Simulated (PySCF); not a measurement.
C2H8ClNSi2, SMILES C[Si@H](Cl)/C=N/[SiH3].

Coordinates come from a ωB97X-D3(BJ)/def2-SVP optimisation. The structure was generated by enumeration; whether it is a known compound was not checked. One conformer was computed; it need not be the lowest.

Two levels are set side by side: PBE/def2-TZVP (PySCF) and ωB97X/def2-TZVP (PySCF). Same geometry, gas phase. Differences are taken from unrounded values.

| quantity | ωB97X | PBE | PBE minus ωB97X |
|---|---|---|---|
| orbital gap (eV) | 10.03 | 3.05 | -6.97 |
| highest occupied level (eV) | -9.41 | -5.71 | 3.70 |
| lowest empty level (eV) | 0.62 | -2.66 | -3.28 |
| dipole moment (D) | 0.89 | 0.95 | 0.06 |
| mean polarisability (bohr³) | 94.7 | 101.6 | 6.9 |

Without exact exchange PBE keeps part of each electron's self-repulsion, which lifts occupied levels and narrows the gap. Loosely held outer electrons make PBE densities more polarisable. Differences between two approximate levels are no errors against the true value.

Rough cost on one machine, each run with all the roots and properties that it gave: ωB97X against PBE within a factor of 2.
